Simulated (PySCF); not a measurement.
**CBr under electron impact: the energy ladder**

PBE in PySCF with def2-TZVPPD on every atom, for the lowest determinant that a PBE0 search found; no spin–orbit coupling.

| species | state (unpaired electrons) | Re (Å) | ωe (cm⁻¹) | energy of the minimum from the neutral (eV) | De (eV) | dissociates to |
| --- | --- | --- | --- | --- | --- | --- |
| CBr | doublet (π ↑) | 1.831 | 716 | 0.00 | 4.13 | C + Br |
| CBr⁺ | singlet (closed shell) | 1.717 | 936 | 8.71 | 6.95 | C⁺ + Br |
| CBr⁻ | triplet (π ↑↑) | 2.041 | 434 | -1.42 | 2.04 | C + Br⁻ |

Question: Work out the lowest energy to break CBr into atoms, from its vibrational ground state.

Answer: D0 = De − ωe/2 = 4.13 − 0.04 = 4.09 eV (PBE/def2-TZVPPD).

Question: Work out the ionisation energy of the C atom at this level and the threshold of dissociative ionisation.

Answer: IE(C) = 8.71 + 6.95 − 4.13 = 11.53 eV, so C⁺ + Br + e⁻ appears at D0 + IE(C) = 15.62 eV (PBE/def2-TZVPPD). The measured IE(C) is 11.26 eV (NIST ASD).

Question: Work out the electron affinity of the Br atom and the threshold of dissociative attachment.

Answer: EA(Br) = 4.13 − 2.04 − (-1.42) = 3.51 eV, so C + Br⁻ needs D0 − EA(Br) = 0.58 eV (PBE/def2-TZVPPD). The measured EA(Br) is 3.364 eV.

Question: At which energy does ion-pair formation open?

Answer: C⁺ + Br⁻ lies at D0 + IE(C) − EA(Br) = 12.11 eV (PBE/def2-TZVPPD).

These are thermodynamic thresholds; the onsets seen under electron impact lie higher where the geometry changes, and cross-sections peak well above them.

Spin–orbit coupling is left out. For an ion De counts to the pair picked by the measured ionisation energies or electron affinities, which need not be the lowest pair at this level. The highest Kohn–Sham level is positive in this anion. Much of that is self-interaction error, but it also means that the finite basis helps to hold the extra electron. States were picked by a PBE0 search and need not be the measured ground states.
